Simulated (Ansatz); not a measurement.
A nudged elastic band was laid between two geometries of C2H6FSi (10 atoms, charge 1, multiplicity 1).

All numbers below come from RHF/def2-SVPD in Ansatz.

```yaml
movable_images: 9
climbing_image: yes
spring: 5.0 eV/Å²
optimiser: quadratic models (default)
start_path: through a guess of the saddle point
force_threshold: 0.03 eV/Å
iteration_limit: 60
end_points: relaxed
```

Initial state:

```xyz
10
Properties=species:S:1:pos:R:3
C 0.265 1.299 -0.051
C -0.614 0.039 0.070
Si 0.290 -1.550 -0.009
F -0.523 -2.879 0.115
H -0.373 2.177 0.007
H 0.795 1.335 -1.002
H 0.995 1.364 0.755
H -1.177 0.016 1.011
H -1.376 -0.011 -0.717
H 1.719 -1.788 -0.179
```

Final state:

```xyz
10
Properties=species:S:1:pos:R:3
C 0.261 1.285 -0.049
C -0.631 0.036 0.071
Si 0.205 -1.587 0.001
F 1.756 -1.664 -0.174
H -0.369 2.169 0.008
H 0.795 1.310 -0.997
H 0.991 1.337 0.757
H -1.203 0.023 1.009
H -1.395 -0.004 -0.718
H -0.410 -2.905 0.091
```

Problem. Which bonds break or form, and what moves?

Solution. No bond is made or broken. The dihedral C1–C2–Si3–F4 goes from 180 to 0°.

Problem. What energy profile does the band end with?

Solution. The run converged. The highest image is number 4 of 0 to 10, 0.032 eV above the first end and 0.043 eV above the last; the last end lies 0.010 eV below the first. A vibrational analysis at the climbing image gives one clearly imaginary mode, 42i cm⁻¹: a first-order saddle point. Limits of this set-up: the dipole of an ion depends on the origin.

```json
{"image": "0", "path coordinate (Å)": "0.00", "energy (eV)": "0.000", "dihedral C1–C2–Si3–F4 (°)": "180"}
{"image": "1", "path coordinate (Å)": "0.52", "energy (eV)": "0.004", "dihedral C1–C2–Si3–F4 (°)": "-164"}
{"image": "2", "path coordinate (Å)": "1.04", "energy (eV)": "0.014", "dihedral C1–C2–Si3–F4 (°)": "-145"}
{"image": "3", "path coordinate (Å)": "1.56", "energy (eV)": "0.026", "dihedral C1–C2–Si3–F4 (°)": "-125"}
{"image": "4", "path coordinate (Å)": "2.08", "energy (eV)": "0.032", "dihedral C1–C2–Si3–F4 (°)": "-105"}
{"image": "5", "path coordinate (Å)": "2.56", "energy (eV)": "0.031", "dihedral C1–C2–Si3–F4 (°)": "-86"}
{"image": "6", "path coordinate (Å)": "3.04", "energy (eV)": "0.023", "dihedral C1–C2–Si3–F4 (°)": "-69"}
{"image": "7", "path coordinate (Å)": "3.52", "energy (eV)": "0.012", "dihedral C1–C2–Si3–F4 (°)": "-52"}
{"image": "8", "path coordinate (Å)": "4.00", "energy (eV)": "0.001", "dihedral C1–C2–Si3–F4 (°)": "-34"}
{"image": "9", "path coordinate (Å)": "4.47", "energy (eV)": "-0.007", "dihedral C1–C2–Si3–F4 (°)": "-17"}
{"image": "10", "path coordinate (Å)": "4.95", "energy (eV)": "-0.010", "dihedral C1–C2–Si3–F4 (°)": "0"}
```

Problem. What is the geometry of the highest image?

Solution. 
```xyz
10
Properties=species:S:1:pos:R:3:forces:R:3
C 0.226 1.264 -0.167 0.00 0.00 0.00
C -0.628 0.030 0.235 0.00 0.00 0.00
Si 0.280 -1.548 0.049 0.01 0.00 -0.01
F -0.040 -2.495 -1.153 0.00 0.00 0.00
H -0.365 2.158 0.016 0.00 0.00 0.00
H 0.490 1.248 -1.223 0.00 0.00 0.00
H 1.138 1.343 0.425 0.00 0.00 0.00
H -0.914 0.099 1.291 0.00 0.00 0.00
H -1.543 -0.030 -0.357 0.00 0.00 0.00
H 1.355 -2.069 0.885 0.00 0.00 0.00
```

The run took 3.2 min on 2 threads of Arm Neoverse V1, with other jobs on the host, peak memory 0.32 GiB.
